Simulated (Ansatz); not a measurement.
Stretching the Si1–Cl3 bond in ClHSi (SMILES [SiH]Cl) (multiplicity 1 held, fragments rigid). Energies count from the point at 2.094 Å.
Geometry at that point (charge 0, multiplicity 1):
```xyz
3

Si     0.787    -0.226     0.749
H      1.831    -0.494    -0.333
Cl    -0.756     0.215    -0.597
```

R- and RO- levels are restricted; in cc, def2 and unpolarised 6-31G sets they are followed outwards from rest. U- levels take the lowest unrestricted solution at each point, which mixes spins at long bonds. Curves can end on different states.

Correlated levels freeze the cores.

Programs: Ansatz (a quantum-chemistry and plane-wave program). Values without a source in brackets are computed.

Energies in kcal/mol.

```csv
R (Å),U-PBE/cc-pV(T+d)Z,U-MP2/cc-pV(T+d)Z,R-SCS-MP2/cc-pV(T+d)Z,U-CCSD(T)/cc-pV(T+d)Z
1.675,61.5,60.7,61.8,62.2
1.885,10.7,9.7,10.2,10.3
2.094,0.0,0.0,0.0,0.0
2.304,5.5,7.0,6.7,6.6
2.513,16.9,20.1,19.7,19.3
2.827,36.2,41.9,41.5,40.7
3.141,53.4,67.9,61.4,61.0
3.665,74.3,93.7,87.9,86.9
4.189,85.5,99.4,106.7,96.9
4.817,91.6,101.1,121.6,99.4
5.655,94.6,101.6,131.5,99.9
6.702,95.9,101.7,132.7,100.1
```

Doubts at one or more of the structures used: a spin-contaminated determinant (U-PBE/cc-pV(T+d)Z, U-MP2/cc-pV(T+d)Z, U-CCSD(T)/cc-pV(T+d)Z); a restricted determinant that unrestricted orbitals would lower (R-SCS-MP2/cc-pV(T+d)Z); T1 above 0.05 (U-CCSD(T)/cc-pV(T+d)Z).
